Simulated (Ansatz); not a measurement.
ClCs, singlet, geometry from GFN2-xTB (such geometries of metal compounds can be far from the true shape) (core potentials on Cs); B3LYP/def2-SVP in Ansatz (a program for electronic structure).

Ansatz was given this input:
Ansatz 0.2 input:
```yaml
crystal:
  periodic: [false, false, false]
  atoms:
    - {symbol: Cs, position_ang: [-0.00000000, -0.00000000, -0.68024263]}
    - {symbol: Cl, position_ang: [0.00000000, 0.00000000, 2.20078499]}
basis:
  gaussian:
    orbitals: def2-SVP
hamiltonian:
  xc: b3lyp
```

Problem. What does Ansatz print? Leave out banner, timings and long lists.

Solution. 
```
Functional definition: B3LYP
387 factors; integrals over basis functions are off by at most 3.6e-4 eV
mean field evaluation 1: about -13068.1808 eV, gradient 2.2e1 eV
mean field evaluation 2: about -13063.5288 eV, gradient 4.4e1 eV
mean field evaluation 4: about -13069.8369 eV, gradient 8.4e-1 eV
mean field evaluation 8: about -13069.8385 eV, gradient 1.9e-3 eV
mean field -13069.83845994 eV, -480.3077043481 hartree, gradient 5.1e-5 eV, S^2 0.000000; 0 other end points of the search recorded, 0 dependent functions left out
reference -13069.83870472 eV, -480.3077133437 hartree; 13, 13 occupied and 29, 29 virtual orbitals, 387 factors
Total energy: -13069.83870472 eV, -480.3077133437 hartree
```
